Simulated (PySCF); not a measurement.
Re: excitation energy

Re [Xe] 4f14 5d5 6s2 (6S) → Re [Xe] 4f14 5d5 6s1 7s1 (8S), as a difference of total energies. Calculation: PySCF 2.14, in x2c-TZVPPall with one added diffuse shell each of s, p, d, f type (12s8p8d4f1g, 113 functions); scalar relativity by spin-free X2C-1e. The calculations carry no spin-orbit coupling.

```json
{"method": "UHF", "excitation energy (eV)": "3.584"}
{"method": "BLYP", "excitation energy (eV)": "5.582"}
{"method": "HSE06", "excitation energy (eV)": "4.834"}
{"method": "PBEsol", "excitation energy (eV)": "5.021"}
```

The promoted electron is Rydberg-like, and one or two diffuse shells describe it only roughly, which tends to raise the upper state.
